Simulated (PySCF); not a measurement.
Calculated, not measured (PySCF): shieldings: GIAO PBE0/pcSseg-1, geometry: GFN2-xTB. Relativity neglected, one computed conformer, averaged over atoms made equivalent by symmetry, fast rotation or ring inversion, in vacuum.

Shifts are taken against calculated references (same method and geometry level): TMS for ¹H (31.72 ppm), ¹³C (186.93 ppm). Shifts are as computed. Against solution values, carbons near 30 ppm lie about +3 ppm off and those near 130 ppm about +5 ppm; carbons on Cl a further +6 ppm. Of 1211 compounds with measured shifts, 218 miss one by over three times the rms of a fit or turn the order of signals round; such compounds aren't used in these exercises. Carbons bonded to Cl come out too deshielded.

Question: Order these molecules by the shift of their most shielded carbon-bound hydrogen, lowest δ first.
A. O=Cc1ccpc(Cl)p1
B. C/C(C#N)=C/C#N
C. CC1=C[C@@H]1[C@]1(C)CC[SiH2]1

Answer: C (1.04 ppm, hydrogen on an sp3 CH2 bonded to Si), B (2.22 ppm, hydrogen on an allylic methyl carbon), A (8.16 ppm, hydrogen on an aromatic CH).

Question: Order these molecules by the shift of their most deshielded carbon, lowest δ first.
A. C1C[SiH2]CCO1
B. CC1=C[C@@H]1[C@]1(C)CC[SiH2]1
C. CC1=C(OC=O)[SiH2][Si@@H]1F

Answer: A (71.8 ppm, sp3 CH2 bonded to O), B (135.9 ppm, fully substituted alkene carbon), C (167.5 ppm, ester carbonyl carbon).

Question: How many ¹³C and ¹H signals does each give (equivalence by symmetry and fast rotation, but not about amide C–N or C=N bonds)? `CC1=C(OC=O)[SiH2][Si@@H]1F`, `CC1=C[C@@H]1[C@]1(C)CC[SiH2]1`, `C1C[SiH2]CCO1`, `O=Cc1ccpc(Cl)p1`, `C/C(C#N)=C/C#N`

Answer: CC1=C(OC=O)[SiH2][Si@@H]1F: 4 C, 5 H; CC1=C[C@@H]1[C@]1(C)CC[SiH2]1: 8 C, 10 H; C1C[SiH2]CCO1: 2 C, 3 H; O=Cc1ccpc(Cl)p1: 5 C, 3 H; C/C(C#N)=C/C#N: 5 C, 2 H.
